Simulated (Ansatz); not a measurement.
Basis-set extrapolation for CH₆AlFSSi (`F[CH](S)[AlH][SiH3]`) (PBE0-D4/def2-TZVP geometry, frozen core, Ansatz 0.2.0). Multiplicity 1, RHF reference.

```
                       def2-TZVPP    def2-QZVPP
                 HF  -1069.238271  -1069.271556
    MP2 correlation     -0.805658     -0.872131
CCSD(T) correlation     -0.899789       not run
```

Energies in hartree. Use E(X) = E(∞) + A·exp(−7.88·√X) for Hartree–Fock and E(X) = E(∞) + B·X^(−2.97) for correlation, with X = 3 and 4, and add CCSD(T) minus MP2 of the smaller set to the MP2 limit.

Task: What is the CCSD(T) energy at the basis-set limit?

Result: HF limit: -1069.271556 + (-0.033285) × 0.13774 = -1069.27614. MP2 limit: -0.872131 + (-0.066473) × 0.74074 = -0.92137. Higher-order term: -0.899789 − (-0.805658) = -0.09413. Total: -1070.29164 hartree, 403.2 kJ/mol below CCSD(T)/def2-TZVPP.
